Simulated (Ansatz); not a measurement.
MoBr₄, relaxed as a singlet with RKS PBE-D4/def2-SVP in Ansatz, starting from the PBE-D4/def2-SVP geometry of the neutral triplet. Force threshold 0.02 eV/Å.

In the def2 sets Mo takes a core potential; there is no spin–orbit coupling. The restricted singlet is unstable towards broken spin symmetry in Hartree–Fock (as tested in another run); at PBE-D4/def2-SVP this wasn't settled. An occupied level lies above an empty one. At PBE-D4/def2-SVP a triplet of charge 0 lies 0.96 eV below the restricted singlet, each at its own geometry.

Start:

Cartesian coordinates in Å:
```
Mo 0.000 0.000 0.000
Br 0.780 0.526 2.202
Br -0.286 2.022 -1.250
Br -2.095 -1.149 0.149
Br 1.601 -1.399 -1.100
```

(1) Estimate the energy that the relaxation releases and the steps that it takes.

(2) Does the start keep its bonding and symmetry?

(3) Predict the relaxed structure.

Answers

(1) 0.9 kcal/mol, in 4 steps; 8.5 s on 4 threads of Arm Neoverse V1 on a shared host. The force fell under the threshold at step 3, but the optimiser went on. No frequencies were taken in this run, so the end may be a saddle point.

(2) By distances, no bond broke or formed. The bond that changes most is Mo1–Br3, from 2.39 to 2.39 Å (atoms count from 1). Point group Td at the start, D2d at the end, both within 0.05 Å.

(3) 
Cartesian coordinates in Å:
```
Mo 0.000 0.000 0.000
Br 0.688 0.477 2.238
Br -0.211 1.980 -1.321
Br -2.085 -1.139 0.258
Br 1.609 -1.319 -1.176
```
Bond lengths: 4 × Br–Mo 2.39 Å.
